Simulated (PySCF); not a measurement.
## MnOCl2: one-bond stretch

Level of theory: UPBE0/[Mn def2-SVP, O def2-SVP, Cl def2-SVP], no relativity, density fitting, PySCF.

Rigid scan from the quartet minimum (Mn–Cl 2.131 Å (×2), Mn–O 1.558 Å; Cl–Mn–Cl 126.0°, Cl–Mn–O 117.0° (×2)). Coordinate: the bond from Mn to the last atom (Cl) scaled, the rest fixed. Energies in kJ/mol from the minimum.

(1) Predict the curve at 0.92, 0.96, 1.00, 1.05, 1.12, 1.20, 1.35, 1.55, 1.80, 2.20.

Results:

(1) 
| scale of one bond | E (kJ/mol) | dipole size (D) | ⟨S²⟩ |
| --- | --- | --- | --- |
| 0.92 | 27.8 | 0.84 | 3.93 |
| 0.96 | 6.1 | 0.41 | 3.96 |
| 1.00 | 0.0 | 0.02 | 3.98 |
| 1.05 | 7.3 | 0.50 | 4.01 |
| 1.12 | 34.4 | 1.10 | 4.04 |
| 1.20 | 77.0 | 1.61 | 4.09 |
| 1.35 | 157.8 | 1.65 | 4.27 |
| 1.55 | 230.1 | – | 4.56 |
| 1.80 | 271.8 | – | 4.77 |
| 2.20 | 288.4 | – | 4.91 |

Spin contamination is strong at 0.96, 1.00, 1.05, 1.12, 1.20, 1.35, 1.55, 1.80, 2.20, so these points are less reliable.

Other spin states or occupations of the open shell can lie lower.
